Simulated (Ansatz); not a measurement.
Potential energy curve for AlBe (anion, charge -1), lowest singlet found (which spin is the ground state isn't settled by this scan).

- RKS-PBE = restricted PBE/aug-cc-pVDZ (Ansatz, a program for electronic structure)
- UKS-PBE = unrestricted PBE/aug-cc-pVDZ (Ansatz)
- UKS-B3LYP = unrestricted B3LYP/aug-cc-pVDZ (Ansatz)
- FCI = full CI/aug-cc-pVDZ, frozen core (Ansatz)

Energies relative to the lowest point of each curve between 1.89 and 2.47 Å, where full CI is lowest, in kJ/mol; the last columns give the error against full CI:

```tsv
R / Å	RKS-PBE	UKS-PBE	UKS-B3LYP	FCI	RKS-PBE − FCI	UKS-PBE − FCI	UKS-B3LYP − FCI
1.57	394.8	372.4	366.6	417.5	-22.6	-45.0	-50.9
1.71	220.4	204.2	200.7	236.7	-16.2	-32.5	-35.9
1.81	137.5	124.9	122.8	149.8	-12.3	-24.9	-27.0
1.89	90.0	80.0	78.7	99.6	-9.6	-19.6	-20.8
1.96	59.2	51.2	50.6	66.8	-7.5	-15.5	-16.2
2.08	24.7	19.6	19.7	29.2	-4.6	-9.6	-9.5
2.11	18.9	14.5	14.7	22.8	-3.9	-8.3	-8.1
2.19	7.8	5.1	5.4	10.2	-2.4	-5.1	-4.8
2.26	2.4	1.0	1.3	3.7	-1.3	-2.7	-2.4
2.35	0.0	0.0	0.0	0.0	0.0	0.0	0.0
2.47	2.4	4.0	3.0	0.9	1.5	3.1	2.1
```

RKS-PBE is furthest from FCI at 1.57 (-22.6 kJ/mol, below); its mean absolute error over the points is 7.5 kJ/mol.

UKS-PBE is furthest from FCI at 1.57 (-45.0 kJ/mol, below); its mean absolute error over the points is 15.1 kJ/mol.

UKS-B3LYP is furthest from FCI at 1.57 (-50.9 kJ/mol, below); its mean absolute error over the points is 16.2 kJ/mol.

The scan ran from 1.57 to 7.37 Å; beyond the distances shown full CI changes its symmetry label. The restricted form behind RKS-PBE keeps the bonding electrons paired and can't separate into open-shell fragments. Where the anion isn't bound against loss of the electron, the finite basis alone holds it. The unrestricted determinant behind UKS-PBE, UKS-B3LYP is spin-contaminated at 1.57 to 2.47 Å (<S²> up to 1.0, against 0.00 for a pure singlet).
